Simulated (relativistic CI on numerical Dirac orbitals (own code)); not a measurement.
**Electric-dipole transitions in Bi XVIII**

Calculated at this level of theory: Dirac-Coulomb-Breit CI, separate exchange-only KLI orbitals for each configuration, QED by a radiative potential, unscaled Slater integrals (own radial code, finite nucleus).

CI space (outside the closed core [Kr] 4d10): 4f14 5s2 5p4, 4f14 5s 5p5, 4f14 5s2 5p3 5d, 4f14 5p6, 4f13 5s2 5p5, 4f14 5s 5p4 5d, 4f14 5s2 5p3 5f, 4f14 5s 5p4 5f, 4f14 5s2 5p3 5g, 4f14 5s2 5p3 6s, 4f14 5p5 5d, 4f13 5s2 5p4 5d, 4f14 5s 5p3 5d2, 4f14 5s 5p4 5g, 4f14 5s2 5p3 6p, 4f14 5s2 5p2 5d 5f, 4f14 5p5 6s, 4f14 5s2 5p3 6d, 4f14 5s 5p4 6s, 4f14 5s 5p3 5d 6s, 4f13 5s2 5p4 6s, 4f14 5s2 5p2 5d2, 4f14 5s2 5p 5d3, 4f14 5s 5p2 5d3, 4f14 5s2 5p 5d2 5f, 4f14 5s 5p2 5d2 5f, 4f14 5p4 5d2, 4f14 5p3 5d3, 4f13 5p5 5d2, 4f14 5p3 5d2 5f, 4f14 5s2 5p2 5d 6s, 4f14 5s2 5p 5d2 6s, 4f14 5s 5p2 5d2 6s, 4f14 5s2 5p 5d 5f 6s, 4f14 5s 5p2 5d 5f 6s, 4f14 5p5 5f, 4f13 5p6 5f, 4f14 5s2 5p2 6s2, 4f14 5s2 5p 5d 6s2, 4f14 5s 5p2 5d 6s2, 4f14 5s2 5p 5f 6s2, 4f14 5s 5p2 5f 6s2. Double excitations out of closed p, d and f shells are left out; levels of such configurations are missing from the list, as are those of other unlisted configurations, and high levels can miss mixing partners. These lack a partner that the ground configuration has and come out too high: 4f13 5s2 5p4 5d, 4f13 5s2 5p4 6s, 4f14 5s2 5p3 5g, 4f14 5s 5p4 5g, 4f14 5s2 5p3 6p.

```tsv
λ vac (nm)	Lower	Upper	A (s⁻¹)	E lower (cm⁻¹)	E upper (cm⁻¹)
10.867	4f14 5s2 5p3 5d 3F°_3 [9]	4f14 5s2 5p2 5d2 3F_3 [228]	4.06e+11	595891	1516087
10.922	4f14 5s2 5p3 5d 3F°_4 [11]	4f14 5s2 5p2 5d2 3G_5 [257]	5.92e+11	631116	1546675
11.009	4f14 5s 5p5 3P°_2 [10]	4f14 5s 5p4 5d 3D_3 [221]	5.15e+11	602237	1510610
11.040	4f14 5s2 5p3 5d 3F°_4 [11]	4f14 5s2 5p2 5d2 5D_4 [247]	6.01e+11	631116	1536877
11.143	4f14 5s2 5p4 3P_2 [1]	4f14 5s2 5p3 5d 3D°_3 [38]	6.30e+11	0	897450
11.164	4f14 5s2 5p4 3P_2 [1]	4f14 5s2 5p3 5d 3P°_2 [37]	5.64e+11	0	895726
11.184	4f14 5s2 5p4 3P_2 [1]	4f14 5s2 5p3 5d 3S°_1 [36]	5.32e+11	0	894174
11.264	4f14 5s2 5p4 1D_2 [4]	4f14 5s2 5p3 5d 1F°_3 [56]	5.61e+11	257875	1145672
11.589	4f14 5s2 5p3 5d 3F°_3 [9]	4f14 5s2 5p2 5d2 3F_4 [158]	2.96e+11	595891	1458791
11.617	4f14 5s2 5p3 5d 3D°_2 [6]	4f14 5s2 5p2 5d2 5G_3 [131]	3.97e+11	580287	1441099
12.272	4f14 5s2 5p3 5d 3G°_4 [23]	4f14 5s2 5p3 5f 1H_5 [324]	6.23e+11	839018	1653914
12.911	4f14 5s2 5p3 5d 3F°_3 [9]	4f14 5s2 5p3 5f 3G_4 [95]	2.54e+11	595891	1370399
13.591	4f14 5s2 5p4 3P_1 [3]	4f14 5s2 5p3 5d 1D°_2 [46]	2.94e+11	239136	974902
13.639	4f14 5s2 5p3 5d 3F°_4 [11]	4f14 5s2 5p3 5f 3G_5 [91]	1.74e+11	631116	1364319
13.668	4f14 5s2 5p4 3P_0 [5]	4f14 5s2 5p3 5d 1P°_1 [71]	5.09e+11	512756	1244418
13.763	4f14 5s2 5p3 5d 3D°_3 [14]	4f14 5s2 5p3 5f 3F_4 [111]	2.86e+11	684120	1410687
13.845	4f14 5s2 5p4 1D_2 [4]	4f14 5s2 5p3 5d 3S°_1 [47]	4.04e+11	257875	980169
14.152	4f13 5s2 5p5 3G_5 [22]	4f13 5s2 5p4 5d 3H°_6 [250]	2.26e+11	831825	1538454
14.321	4f14 5s2 5p4 1D_2 [4]	4f14 5s2 5p3 5d 1F°_3 [45]	2.21e+11	257875	956144
14.617	4f14 5s2 5p4 3P_2 [1]	4f14 5s2 5p3 5d 3D°_3 [14]	1.61e+11	0	684120
```

Terms are leading LS components. Brackets give the number of a level in order of energy, since labels repeat. The list gives strong lines, with weight on those to low levels, without lines whose two gauges differ by over a factor of 2.5, among the lowest 400 of 9481 levels, so that lines to higher ones, which can be the strongest, are missing. Levels whose partners in the same complex of configurations lie outside the list can be far off, and so can their lines. Rates are taken at the computed energies, electric ones in the length gauge.

At this charge energies of transitions that change n are usually good to better than 1 %, and those within a shell (Δn = 0) to a few per cent.

LS names give the leading component of a level, which can be under half, so a name can repeat, a term be missing and a line seem to break the LS rules.
